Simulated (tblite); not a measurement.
`N[Si@@H]1COCO[SiH2]N1`. The geometry is computed with GFN2-xTB (gas phase).

```
atom  x, y, z in Å
N1     2.7945    0.1058   -0.3694
Si2    1.1608    0.0102    0.1798
C3     0.3311   -1.4288   -0.7700
O4    -0.9795   -1.1139   -1.2466
C5    -1.9446   -0.9389   -0.2803
O6    -1.9702    0.3157    0.3082
Si7   -1.3249    1.6636   -0.3277
N8     0.3979    1.4818   -0.2902
H9     3.3620    0.8503    0.0008
H10    3.3329   -0.7439   -0.3844
H11    0.9932   -0.2045    1.6302
H12    0.2704   -2.3406   -0.1609
H13    0.8859   -1.6744   -1.6765
H14   -2.9070   -1.0990   -0.7897
H15   -1.8394   -1.6792    0.5322
H16   -1.7908    2.6221    0.6656
H17   -1.7512    1.9321   -1.6999
H18    0.9701    2.2477   -0.5976
```

Problem. What is the longest distance between nuclei?

Solution. H9···H14, 6.61 Å; the next longest distance is 6.26 Å.

Problem. Where is the centre of mass (commonest isotopes), and what is the radius of gyration?

Solution. Mass 150.028 u; centre at (-0.166, 0.185, -0.290) Å; Rg = √(Σ m r²/M) = 1.984 Å. As Ia + Ib + Ic = 2 Σ m r², the three principal moments sum to 1180.8 u·Å².

Problem. How far are the heavy atoms from their best plane (unweighted least squares)?

Solution. 0.397 Å rms; N1 0.00, Si2 0.53, C3 0.07, O4 0.63, C5 0.26, O6 0.55, Si7 0.37, N8 0.27 Å (magnitudes).

Problem. Work out the bond lengths C3–O4, C3–H12, C5–O6, Si7–H17, N8–H18 in bohr.

Solution. For C3–O4 the difference vector is (-1.3106, 0.3149, -0.4766) Å, of length 1.4297 Å. 1 bohr = 0.529177 Å. C3–O4 2.702; C3–H12 2.075; C5–O6 2.619; Si7–H17 2.762; N8–H18 1.898 bohr.

Problem. Give the dihedral angles H17–Si7–N8–H18, H11–Si2–C3–O4, H16–Si7–N8–Si2.

Solution. H17–Si7–N8–H18 60° (synclinal); H11–Si2–C3–O4 98° (anticlinal); H16–Si7–N8–Si2 114° (anticlinal). Dihedral signs follow IUPAC: positive where, seen along the central bond, the front bond turns clockwise onto the rear one.

Problem. How far apart are these pairs, which share no bond: O4···H13, Si7···H13, H11···H15, H14···H18?

Solution. O4···H13 1.995 Å (2 bonds apart); Si7···H13 4.225 Å (4 bonds apart); H11···H15 3.377 Å (5 bonds apart); H14···H18 5.125 Å (5 bonds apart).

Problem. What are the angles Si2–C3–O4, Si2–C3–H12, Si2–N8–H18, Si7–N8–H18?

Solution. From the scalar product of the two bond vectors; for Si2–C3–O4 it is -1.0869 Å² over 1.9134 × 1.4297 Å², cos θ = -0.3973. Si2–C3–O4 113.4°; Si2–C3–H12 111.9°; Si2–N8–H18 118.9°; Si7–N8–H18 118.7°.

Its GFN2-xTB frequencies are all real (lowest 58 cm⁻¹). The numbers are those of one conformer.
